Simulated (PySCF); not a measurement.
## Orbital energies and ionisation energy

C3H12Ge2Si.
Atom-mapped SMILES: `[SiH3:1][Ge@@H:2]([GeH3:3])[CH:4]1[CH2:5][CH2:6]1` (hydrogens: H7, H8, H9 on Si1; H10 on Ge2; H11, H12, H13 on Ge3; H14 on C4; H15, H16 on C5; H17, H18 on C6)

Cartesian coordinates in Å at the PBE0-D3(BJ)/def2-SVP level; atoms count from 1:
```
atom  x, y, z in Å
Si1    2.2933   -1.3626   -0.1883
Ge2    0.4684   -0.0297    0.5727
Ge3    1.1619    2.2649    0.9516
C4    -0.9904   -0.0880   -0.7174
C5    -1.9532   -1.2460   -0.7272
C6    -2.4156    0.1018   -0.2710
H7     1.8539   -2.7724   -0.4291
H8     2.8207   -0.8050   -1.4729
H9     3.4025   -1.3703    0.8151
H10   -0.0721   -0.6144    1.9001
H11    1.6957    2.8754   -0.3601
H12   -0.0232    3.1233    1.4366
H13    2.2830    2.3349    2.0070
H14   -0.7334    0.3324   -1.6959
H15   -2.3007   -1.6128   -1.6973
H16   -1.8310   -2.0320    0.0248
H17   -2.6131    0.2458    0.7959
H18   -3.0845    0.6687   -0.9249
```

Level: PBE0/def2-SVPD (PySCF). Frontier orbitals with their largest atomic shares (Löwdin; up to four atoms above 4 %):

```json
{"orbital": "HOMO−3", "ε (eV)": "-9.01", "main atoms": "C4 31 %, C6 16 %, C5 14 %, Ge3 6 %"}
{"orbital": "HOMO−2", "ε (eV)": "-8.80", "main atoms": "Ge2 27 %, H10 22 %, C4 12 %, Ge3 10 %"}
{"orbital": "HOMO−1", "ε (eV)": "-7.89", "main atoms": "Ge2 20 %, C4 17 %, C6 15 %, C5 13 %"}
{"orbital": "HOMO", "ε (eV)": "-7.42", "main atoms": "?"}
{"orbital": "LUMO", "ε (eV)": "-0.09", "main atoms": "Ge3 26 %, Si1 19 %, Ge2 16 %, H12 13 %"}
{"orbital": "LUMO+1", "ε (eV)": "0.18", "main atoms": "Ge2 22 %, Ge3 17 %, Si1 15 %, H10 9 %"}
{"orbital": "LUMO+2", "ε (eV)": "0.40", "main atoms": "Ge3 21 %, Si1 18 %, Ge2 16 %, H11 8 %"}
```

Task: What vertical ionisation energy does ΔSCF give, and how far is −ε(HOMO) from it?

Result: ΔSCF: 9.03 eV (871 kJ/mol; threshold wavelength 137 nm); ⟨S²⟩ of the doublet left behind is 0.755, against 0.75 for a pure doublet. −ε(HOMO) is 7.42 eV, 1.61 eV below it. For the exact functional −ε(HOMO) would equal the first vertical ionisation energy; PBE0 (global hybrid, 25 % exact exchange) falls short of its own ΔSCF value by 18 %. Holes in the HOMO−1 and HOMO−2 were tried too where these lie within 1.2 eV of the HOMO; the lowest converged state counts.

Task: On which atoms does the HOMO lie?

Result: Ge2 (germanium bonded to C, Ge, Si and H) 25 %, Ge3 (germanium bonded to Ge and 3 H) 20 %, Si1 (SiH3 silicon) 17 %, C4 (sp3 carbon bound to germanium) 8 %, so no atom holds as much as 40 %. The HOMO−1 lies 0.47 eV lower.

Task: With α = 134.2 au, estimate the like-pair dispersion coefficient by London's formula C6 = (3/4)α²I.

Result: I = 0.3319 Eh, so C6 ≈ 4480 au; the Casimir–Polder integral at the same level gives 5820 au, 1.30 times as much.

Task: What total energies stand behind the ΔSCF value?

Result: E(N) = -4563.52863 Eh and E(N − 1) = -4563.19673 Eh at the same geometry, 0.33190 Eh apart.

Task: Shift the occupied levels rigidly so that −ε(HOMO) equals the ΔSCF value. What binding energies result?

Result: The shift is +1.61 eV: HOMO 9.03, HOMO−1 9.50, HOMO−2 10.41, HOMO−3 10.62 eV. A rigid shift is only a rough guide to the deeper ionisations.

Task: What kinetic energy would electrons from this vertical process carry with He I light (21.218 eV)?

Result: 21.22 − 9.03 = 12.19 eV.

Isolated species at its PBE0-D3(BJ)/def2-SVP geometry (one conformer only). The calculation is non-relativistic, for germanium too.
